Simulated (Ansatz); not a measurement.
`BCC[SiH2]Cl` and `BCCCCl` differ in one atom or group.

Ansatz, PBE0-D4/def2-TZVP geometries, multiplicity 1. Each molecule was computed in one conformer, which needn't be the lowest.

```csv
property,`BCC[SiH2]Cl`
LUMO energy (PBE0/def2-TZVPP) / eV,-1.44
size of the dipole moment (PBE/def2-TZVPP) / D,1.38
size of the dipole moment (B3LYP/def2-TZVPP) / D,1.49
HOMO energy (ωB97M-V/def2-TZVPP) / eV,-10.49
HOMO–LUMO gap (PBE0/def2-TZVPP) / eV,6.83
HOMO energy (B3LYP/def2-TZVPP) / eV,-8.07
```

Problem. What does the change do to each property? (Best estimate.)

Solution. Ansatz gave: 
| property | `BCCCCl` | shift |
| --- | --- | --- |
| LUMO energy (PBE0/def2-TZVPP) / eV | -1.32 | 0.12 |
| size of the dipole moment (PBE/def2-TZVPP) / D | 1.72 | 0.34 |
| size of the dipole moment (B3LYP/def2-TZVPP) / D | 1.79 | 0.30 |
| HOMO energy (ωB97M-V/def2-TZVPP) / eV | -10.66 | -0.17 |
| HOMO–LUMO gap (PBE0/def2-TZVPP) / eV | 7.03 | 0.20 |
| HOMO energy (B3LYP/def2-TZVPP) / eV | -8.09 | -0.02 |

With PBE0 the HOMO falls by 0.08 eV and the LUMO rises by 0.12 eV, so the gap widens by about 0.20 eV. PBE moves the HOMO by 0.05 eV and ωB97M-V by -0.17 eV. Dipoles are sizes alone; their direction can turn.

B3LYP here is the variant with VWN-RPA as its local correlation; programs differ in this.
